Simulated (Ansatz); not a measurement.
Calculated with Ansatz (gas phase, PBE0-D4/def2-TZVP geometries, no zero-point term in ΔE). CCSD(T)/CBS adds triple-zeta CCSD(T) − MP2 to the extrapolated MP2 energy (def2 sets, frozen cores). This one scheme is used for every species. DFT in def2-TZVPP. B3LYP here is the variant with VWN-RPA as its local correlation; programs differ in this. For Se outer-core shells are correlated without core-valence functions, which leaves a few kJ/mol of doubt a bond. Scalar relativity is left out up to krypton. Each species was taken in one conformer, which may not be the lowest.

`F[Si](F)(F)[SeH]` + `ClBCl` → `ClB(Cl)[SeH]` + `F[SiH](F)F`  (formal exchange of groups at the Se–Si bond)

`F[Si](F)(F)[SeH]`:

Z-matrix (Å, degrees):
```
Si
F 1 1.573
F 1 1.574 2 108.4
F 1 1.574 2 108.4 3 -114.7
Se 1 2.231 2 107.6 3 122.6
H 5 1.470 1 90.6 2 -179.7
```

`ClBCl`:

Z-matrix (Å, degrees):
```
B
Cl 1 1.734
Cl 1 1.734 2 120.7
H 1 1.187 2 119.7 3 180.0
```

`ClB(Cl)[SeH]`:

```xyz
5

Cl   -0.425   -1.111    1.392
B    -0.518   -0.085   -0.015
Cl   -2.061    0.198   -0.781
Se    1.026    0.773   -0.785
H     1.978    0.225    0.189
```

`F[SiH](F)F`:

Cartesian coordinates in Å:
```
F -0.856 -0.736 1.075
Si 0.039 0.002 0.013
F -0.544 1.447 -0.204
F -0.066 -0.781 -1.348
H 1.427 0.068 0.464
```

```json
{"level": "r2SCAN-D4", "ΔE (kJ/mol)": "-8.2", "difference from CCSD(T)/CBS": "2.1"}
{"level": "PBE0-D4", "ΔE (kJ/mol)": "-8.0", "difference from CCSD(T)/CBS": "2.3"}
{"level": "B3LYP-D4", "ΔE (kJ/mol)": "-7.8", "difference from CCSD(T)/CBS": "2.5"}
{"level": "ωB97X-V", "ΔE (kJ/mol)": "-5.3", "difference from CCSD(T)/CBS": "5.0"}
{"level": "ωB97M-V", "ΔE (kJ/mol)": "-4.7", "difference from CCSD(T)/CBS": "5.6"}
{"level": "B2PLYP", "ΔE (kJ/mol)": "-9.9", "difference from CCSD(T)/CBS": "0.4"}
{"level": "revPBE", "ΔE (kJ/mol)": "-8.2", "difference from CCSD(T)/CBS": "2.1"}
{"level": "PBE0", "ΔE (kJ/mol)": "-7.4", "difference from CCSD(T)/CBS": "2.9"}
{"level": "LC-ωPBE", "ΔE (kJ/mol)": "-4.8", "difference from CCSD(T)/CBS": "5.5"}
{"level": "CCSD(T)/def2-SVP", "ΔE (kJ/mol)": "-19.6", "difference from CCSD(T)/CBS": "-9.3"}
{"level": "MP2/def2-TZVPP", "ΔE (kJ/mol)": "-17.4", "difference from CCSD(T)/CBS": "-7.1"}
{"level": "SCS-MP2/def2-TZVPP", "ΔE (kJ/mol)": "-15.1", "difference from CCSD(T)/CBS": "-4.8"}
{"level": "MP2/def2-QZVPP", "ΔE (kJ/mol)": "-16.1", "difference from CCSD(T)/CBS": "-5.8"}
{"level": "SCS-MP2/def2-QZVPP", "ΔE (kJ/mol)": "-13.8", "difference from CCSD(T)/CBS": "-3.5"}
{"level": "MP2/CBS(def2)", "ΔE (kJ/mol)": "-15.6", "difference from CCSD(T)/CBS": "-5.3"}
{"level": "CCSD/CBS(def2)", "ΔE (kJ/mol)": "-8.0", "difference from CCSD(T)/CBS": "2.3"}
{"level": "CCSD(T)/CBS", "ΔE (kJ/mol)": "-10.3", "difference from CCSD(T)/CBS": "0"}
```

Q: What do rigid-rotor, harmonic-oscillator terms from PBE0-D4/def2-TZVP frequencies (298.15 K, 1 bar) make of the CCSD(T)/CBS value? (Best estimate.)

A: Ansatz gave: ΔZPE = +1.0 kJ/mol, ΔH = -10.9 kJ/mol, ΔS = -12 J/(mol·K), ΔG = -7.4 kJ/mol.

Largest T1 diagnostic among the species: 0.012.

In def2-TZVPP, CCSD(T) changes the Hartree–Fock value by −12.2 kJ/mol (the triples alone add −2.4 kJ/mol) and MP2 by −17.5 kJ/mol. At CCSD(T), def2-SVP lies −9.3 kJ/mol from the extrapolated value and def2-TZVPP −1.8 kJ/mol. Leaving LDA and LC-ωPBE aside and taking each functional with its dispersion term where it has one, the values, not all of them listed here, spread over 5.8 kJ/mol, from PBE-QIDH to ωB97M-V. LDA lies −4.0 kJ/mol from PBE without D4.
